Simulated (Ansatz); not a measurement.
Dimer: HCl (SMILES Cl) (first 2 atoms) with SiH4 (SMILES [SiH4]); geometry from B3LYP-D3(BJ)/def2-TZVP.
(charge 0, multiplicity 1):
```xyz
7

Cl     0.6255     1.1381    -0.2247
H      1.1186    -0.0336    -0.0576
Si    -0.1779    -0.0813     3.2542
H     -0.3146     1.3883     3.3347
H     -1.1590    -0.6287     2.2914
H     -0.4156    -0.6777     4.5890
H      1.1907    -0.4309     2.8076
```

Basis-set superposition error: the interaction energy with monomers in their own basis, and in the dimer's basis (counterpoise).

The values were computed with Ansatz (a program for electronic structure) with Gaussian orbitals. Each number belongs to the level named beside it.

```
level                    uncorrected (kcal/mol)  counterpoise (kcal/mol)  difference
-----------------------  ----------------------  -----------------------  ----------
HF/aug-cc-pV(D+d)Z                         0.39                     0.61        0.21
HF/aug-cc-pV(T+d)Z                         0.54                     0.61        0.06
PBE/def2-TZVPPD                           -0.33                    -0.29        0.04
r2SCAN/def2-TZVPPD                        -0.68                    -0.64        0.04
B3LYP/def2-TZVPPD                          0.38                     0.42        0.04
BHLYP/def2-TZVPPD                          0.05                     0.09        0.04
CAM-B3LYP/def2-TZVPPD                     -0.10                    -0.06        0.04
wB97X-V/def2-TZVPPD                       -0.97                    -0.93        0.04
B2PLYP/def2-TZVPPD                        -0.16                    -0.06        0.10
SCS-MP2/aug-cc-pV(T+d)Z                   -0.84                    -0.55        0.30
```

The error is largest for SCS-MP2/aug-cc-pV(T+d)Z (0.30 kcal/mol) and smallest for BHLYP/def2-TZVPPD (0.04 kcal/mol).
